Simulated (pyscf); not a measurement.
# Cl–Ge:–Cl, singlet

Gas-phase minimum from PySCF at ωB97X-D3(BJ)/def2-SVP, one conformer. 

SMILES: [Cl][Ge][Cl]
```xyz
3

Cl     1.0291     0.1716     1.1395
Ge    -1.1385    -0.0513     1.1105
Cl    -1.3317    -1.4528    -0.5471
```

Bonded distances (Å): Cl1–Ge2 2.179, Ge2–Cl3 2.179. Bond angles (°): Cl1–Ge2–Cl3 99.4.

Properties at ωB97X-D3(BJ)/def2-SVP:

```json
{
  "harmonic_wavenumbers_unscaled": "163, 411, 427 cm⁻¹",
  "zero_point_energy": "1.4 kcal/mol",
  "rotational_symmetry_number": "2",
  "Entropy of this conformer at 298 K and 1 atm, rigid rotor and harmonic oscillator, modes under 100 cm⁻¹ raised to 100": "294.3 J/(mol K)",
  "dipole_moment": "2.04 D"
}
```

Single-point totals, which compare only within one level (frozen core for MP2 and CC):

```tsv
level	total energy (hartree)
ωB97X-D3(BJ)/def2-TZVP	-2997.47802
PBE/def2-TZVP	-2996.83610
r²SCAN/def2-TZVP	-2997.44935
B3LYP-D3(BJ)/def2-TZVP	-2997.60370
PBE0-D3(BJ)/def2-TZVP	-2996.95892
M06-2X/def2-TZVP	-2997.49534
ωB97M-D3(BJ)/def2-TZVP	-2997.64317
HF/def2-TZVPP	-2994.48209
MP2/def2-TZVPP	-2995.08112
CCSD/def2-TZVPP	-2995.11049
CCSD(T)/def2-TZVPP	-2995.13870
```

The CCSD(T) − MP2 part came from Ansatz, without density fitting, on the same reference. The frozen core leaves the outer d or s,p core shells of the metals and heavy elements correlated in the MP2 and CC values, and def2-TZVPP describes them poorly, so these totals are far from the basis limit. Elements up to Kr have no core potential and no relativistic terms here.
